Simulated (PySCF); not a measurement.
## Löwdin shares of the frontier orbitals

Compound: C6H8O2Si.
Structure used (GFN2-xTB), in Å, numbered top down from 1:
```xyz
17
C6H8O2Si angstrom
C      3.0650   -0.9061    0.3963
O      1.6810   -0.6030    0.4562
C      1.1257    0.0189   -0.6097
O      1.7444    0.3267   -1.6007
C     -0.2897    0.2370   -0.3602
C     -1.1235    0.8435   -1.2283
C     -2.5010    0.9674   -0.7948
C     -2.7880    0.4650    0.4154
Si    -1.2277   -0.2746    1.1951
H      3.4533   -0.6637   -0.5955
H      3.5883   -0.3194    1.1529
H      3.1901   -1.9695    0.6008
H     -0.8056    1.2193   -2.1900
H     -3.2230    1.4452   -1.4421
H     -3.7822    0.5069    0.8281
H     -0.8018    0.4406    2.3951
H     -1.3121   -1.7222    1.3713
```

Theory: TDDFT PBE0/def2-SVPD, vertical, gas phase, core orbitals frozen in the response in PySCF.

Kohn–Sham orbitals with the atoms that hold most of them (Löwdin shares over 4%, at most four atoms; ? is withheld):

```tsv
orbital	ε (eV)	atoms
HOMO-3	-9.21	C8 31%, Si9 20%, C7 12%, H14 6%
HOMO-2	-8.68	O2 42%, O4 29%, C1 9%, C3 7%
HOMO-1	-7.88	O4 58%, C5 12%, O2 8%, C3 7%
HOMO	-7.09	?
LUMO	-2.32	?
LUMO+1	0.40	C7 22%, C3 18%, O4 12%, C8 11%
LUMO+2	0.50	Si9 29%, H17 10%, H16 10%, C3 9%
```

(1) Give the leading atoms of the LUMO.

(2) Which atoms hold the HOMO, and with what shares?

(3) How does S1 compare with the orbital gap of 4.77 eV?

(4) One configuration dominates each of S1, S2 and S4. Which, and how do the shares of the two leading atoms of either orbital change from the occupied to the empty one?

## Answers

(1) C6 (bonded to 2 C and H) 21%; C8 (bonded to C, Si and H) 18%; C5 (bonded to 2 C and Si) 15%; C7 (bonded to 2 C and H) 13%.

(2) C5 (bonded to 2 C and Si) 24%; C8 (bonded to C, Si and H) 24%; C7 (bonded to 2 C and H) 17%; C6 (bonded to 2 C and H) 14%.

(3) S1 is at 4.04 eV (f = 0.162), 0.73 eV below the gap, made of HOMO→LUMO (98%). Without the coupling terms of the response equations the lowest excitation would equal the gap.

(4) 
- S1 (4.04 eV, f 0.162), HOMO→LUMO (98%): C5 24% → 15%, C8 24% → 18%, C6 14% → 21%
- S2 (4.11 eV, f 0.0004), HOMO-1→LUMO (96%): O4 58% → at most 14%, C5 12% → 15%, C6 at most 7% → 21%, C8 at most 7% → 18%
- S4 (5.50 eV, f 0.013), HOMO-2→LUMO (98%): O2 42% → at most 14%, O4 29% → at most 14%, C6 at most 8% → 21%, C8 at most 8% → 18%

Löwdin shares depend on the basis, the more so with diffuse functions.

Hardware: one thread of an Arm Neoverse V1, shared host with 32 logical CPUs at a one-minute load of 14. Cost: 51 s, 1.0 GiB resident at most.

One conformer stands for the species.
